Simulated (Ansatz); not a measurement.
Isomers of S7⁻ (doublet), relaxed with r2SCAN-D4/def2-SVPD; total energies from Ansatz at PBE0-D4/def2-TZVPD.

| isomer | description | energy (Eh) |
| --- | --- | --- |
| A | point group Cs; 6 × S–S 2.00 to 2.16 Å | -2786.61497 |
| B | point group Cs; 5 × S–S 1.96 to 2.13 Å | -2786.60060 |
| C | point group not assigned; 6 × S–S 2.00 to 2.13 Å | -2786.60414 |
| D | point group not assigned; 6 × S–S 2.00 to 2.14 Å | -2786.60396 |

The isomers come from a short search, and lower ones may exist.

Question: Work out the relative energies (1 Eh = 2625.5 kJ/mol) and the Boltzmann populations at 1200 K from electronic energies alone (R = 8.314 J/mol/K).

Answer: ΔE: A 0.0, B 37.7, C 28.4, D 28.9 kJ/mol. RT = 9.98 kJ/mol. Factors exp(−ΔE/RT): A 1, B 0.0229, C 0.0581, D 0.0553; sum 1.136. Populations: A 88.0 %, B 2.0 %, C 5.1 %, D 4.9 %. Zero-point energy, vibrational entropy and symmetry numbers are left out and can shift these; an error of 4 kJ/mol changes a ratio by a factor of 1.5. Over the other density-functional and correlated levels in def2 sets, the gap between A and C ranges from 8 to 11 kJ/mol.
